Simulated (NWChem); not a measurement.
System: SiH3S2OCl; SMILES O[Si](S)(S)Cl

NWChem input:

```
start job
memory heap 200 mb stack 900 mb global 1100 mb
geometry units angstroms noautosym nocenter noautoz
  O     -0.051918    -0.257157     1.907537
  Si     0.023671    -0.054469     0.270251
  S      1.683989     1.059912    -0.450627
  S      0.077486    -2.011793    -0.540510
  Cl    -1.604567     1.067239    -0.328555
  H     -0.259351     0.527750     2.427141
  H      2.586934     0.155033    -0.007622
  H     -0.675261    -2.523014     0.460367
end
basis spherical
  O library def2-svp
  Si library def2-svp
  S library def2-svp
  Cl library def2-svp
  H library def2-svp
end
dft
  xc pbe0
  iterations 150
end
cosmo
  do_cosmo_smd true
  solvent dmso
end
task dft energy
```

Parts of the log:

```
             Northwest Computational Chemistry Package (NWChem) 7.3.0
             --------------------------------------------------------

                             Geometry "geometry" -> ""
                             -------------------------

 Output coordinates in angstroms (scale by  1.889725989 to convert to a.u.)

  No.       Tag          Charge          X              Y              Z
 ---- ---------------- ---------- -------------- -------------- --------------
    1 O                    8.0000    -0.05191800    -0.25715700     1.90753700
    2 Si                  14.0000     0.02367100    -0.05446900     0.27025100
    3 S                   16.0000     1.68398900     1.05991200    -0.45062700
    4 S                   16.0000     0.07748600    -2.01179300    -0.54051000
    5 Cl                  17.0000    -1.60456700     1.06723900    -0.32855500
    6 H                    1.0000    -0.25935100     0.52775000     2.42714100
    7 H                    1.0000     2.58693400     0.15503300    -0.00762200
    8 H                    1.0000    -0.67526100    -2.52301400     0.46036700

 Effective nuclear repulsion energy (a.u.)     445.1909117757

                                 NWChem DFT Module
                                 -----------------

 Summary of "ao basis" -> "ao basis" (spherical)
 ------------------------------------------------------------------------------
       Tag                 Description            Shells   Functions and Types
 ---------------- ------------------------------  ------  ---------------------
 O                          def2-svp                 6       14   3s2p1d
 Si                         def2-svp                 8       18   4s3p1d
 S                          def2-svp                 8       18   4s3p1d
 Cl                         def2-svp                 8       18   4s3p1d
 H                          def2-svp                 3        5   2s1p

 in cosmo_initialize ...
 calling solv_data for solv:dmso

 solvent parameters
 solvname_short: dmso
 solvname_long:  dimethylsulfoxide
 dielec:       46.8260
 dielecinf:     2.0079
 nonaqueous SMD model solvent descriptors
 dielec:       46.8260
 sola:          0.0000
 solb:          0.8800
 solc:          0.0000
 solg:         61.7800
 solh:          0.0000
 soln:          1.4170

[...]

                                COSMO-SMD solvation results
                                ---------------------------

             internal energy in gas <Psi(g)|H|Psi(g)> =     -1622.095000319213
         internal energy in solvent <Psi(s)|H|Psi(s)> =     -1622.094095795801
                               delta internal energy  =         0.000904523413 (    0.57 kcal/mol)
   total free energy in solvent <Psi(s)|H+V/2|Psi(s)> =     -1622.102880690683
 polarization energy contribution <Psi(s)|V/2|Psi(s)> =        -0.008784894882 (   -5.51 kcal/mol)
    total free energy in solvent including G(SMD-CDS) =     -1622.106449226521
                       G(SMD-CDS) energy contribution =        -0.003568535838 (   -2.24 kcal/mol)
     1 M fixed-concentration free energy of solvation =        -0.011448907308 (   -7.18 kcal/mol)

                       DFT Final Molecular Orbital Analysis
                       ------------------------------------

 Vector   35  Occ=2.000000D+00  E=-3.271804D-01
              MO Center=  1.9D-01,  6.8D-02, -8.4D-02, r^2= 5.2D+00
   Bfn.  Coefficient  Atom+Function         Bfn.  Coefficient  Atom+Function
  ----- ------------  ---------------      ----- ------------  ---------------
    62      0.253820  4 S  py                44      0.245459  3 S  py
    80      0.244483  5 Cl py                 4      0.226403  1 O  px
    43      0.203138  3 S  px                79      0.199074  5 Cl px
    59      0.196763  4 S  py                41      0.182879  3 S  py
    77      0.179315  5 Cl py                 7      0.174062  1 O  px

 Vector   36  Occ=2.000000D+00  E=-2.881138D-01
              MO Center=  8.3D-01, -3.2D-01, -4.1D-01, r^2= 4.4D+00
   Bfn.  Coefficient  Atom+Function         Bfn.  Coefficient  Atom+Function
  ----- ------------  ---------------      ----- ------------  ---------------
    45      0.441047  3 S  pz                61     -0.342476  4 S  px
    42      0.302802  3 S  pz                58     -0.229451  4 S  px
    63     -0.218063  4 S  pz                39      0.173700  3 S  pz
    44      0.159247  3 S  py                60     -0.158494  4 S  pz
    62      0.135828  4 S  py                55     -0.131998  4 S  px

 Vector   37  Occ=2.000000D+00  E=-2.827765D-01
              MO Center=  6.4D-01, -4.6D-01, -3.7D-01, r^2= 4.7D+00
   Bfn.  Coefficient  Atom+Function         Bfn.  Coefficient  Atom+Function
  ----- ------------  ---------------      ----- ------------  ---------------
    61      0.375589  4 S  px                45      0.330183  3 S  pz
    58      0.272462  4 S  px                44      0.259276  3 S  py
    63      0.243839  4 S  pz                42      0.233187  3 S  pz
    41      0.179261  3 S  py                60      0.162029  4 S  pz
    55      0.154771  4 S  px                39      0.132829  3 S  pz

 Vector   38  Occ=0.000000D+00  E= 2.483117D-02
              MO Center=  3.1D-01, -1.7D-01, -9.1D-02, r^2= 4.8D+00
   Bfn.  Coefficient  Atom+Function         Bfn.  Coefficient  Atom+Function
  ----- ------------  ---------------      ----- ------------  ---------------
    17      0.956024  2 Si s                 62     -0.574290  4 S  py
    43      0.541158  3 S  px                18      0.528227  2 Si s
    16      0.393648  2 Si s                  3     -0.298338  1 O  s
    93     -0.294276  7 H  s                 54     -0.278006  4 S  s
    88      0.264410  6 H  s                 79     -0.243762  5 Cl px

[...]
```

Level: PBE0/def2-SVP, SMD on the gas-phase geometry. Structure relaxed at the PBE0/def2-SVP level. Solvent: dimethyl sulfoxide.
